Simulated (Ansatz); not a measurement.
A run on C₄H₃F₅O₂ (`COC(=O)C(F)(F)C(F)(F)F`) with other settings.

```yaml
crystal:
  periodic: [false, false, false]
  atoms:
    - {symbol: C, position_ang: [0.366968, -2.443462, 0.308528]}
    - {symbol: O, position_ang: [-0.312857, -1.154639, 0.099534]}
    - {symbol: C, position_ang: [0.307933, -0.248281, -0.619129]}
    - {symbol: O, position_ang: [1.394261, -0.364086, -1.098672]}
    - {symbol: C, position_ang: [-0.455393, 1.040081, -0.700705]}
    - {symbol: F, position_ang: [-1.775709, 0.818428, -0.820312]}
    - {symbol: F, position_ang: [-0.023695, 1.754784, -1.705888]}
    - {symbol: C, position_ang: [-0.336169, 1.942259, 0.561530]}
    - {symbol: F, position_ang: [-0.968424, 3.119974, 0.395643]}
    - {symbol: F, position_ang: [0.978964, 2.206044, 0.840739]}
    - {symbol: F, position_ang: [-0.916402, 1.312176, 1.642709]}
    - {symbol: H, position_ang: [-0.233587, -3.013742, 0.971674]}
    - {symbol: H, position_ang: [1.376882, -2.188282, 0.766414]}
    - {symbol: H, position_ang: [0.548545, -2.907165, -0.616816]}
basis:
  gaussian: {orbitals: STO-3G, point_charges: [{charge: 0.50, position_ang: [5.869, 0.171, -0.129]}]}
hamiltonian: {xc: {name: PBEsol}}
```

```sh
$ ansatz run in.yaml --threads 4 --pin off --events-out ev --progress --plain --max-ram 63488MiB --backend cpu
```

Output, abridged:

```
Functional definition: PBEsol
861 factors; integrals over basis functions are off by at most 3.9e-5 eV
mean field evaluation 1: about -21471.5711 eV, gradient 4.1e1 eV
mean field evaluation 2: about -21440.9470 eV, gradient 1.2e2 eV
mean field evaluation 4: about -21476.4204 eV, gradient 7.5e0 eV
mean field evaluation 8: about -21476.3794 eV, gradient 3.6e-1 eV
mean field evaluation 16: about -21476.3798 eV, gradient 7.7e-5 eV
mean field -21476.37984403 eV, -789.2424020552 hartree, gradient 2.6e-5 eV, S^2 0.000000; 0 other end points of the search recorded, 0 dependent functions left out
reference -21476.37986226 eV, -789.2424027248 hartree; 44, 44 occupied and 14, 14 virtual orbitals, 861 factors
Total energy: -21476.37986226 eV, -789.2424027248 hartree
```

Hardware: 4 threads of an AMD EPYC 7R13 on a shared host. Wall time 0.76 s, peak host memory 0.89 GiB.
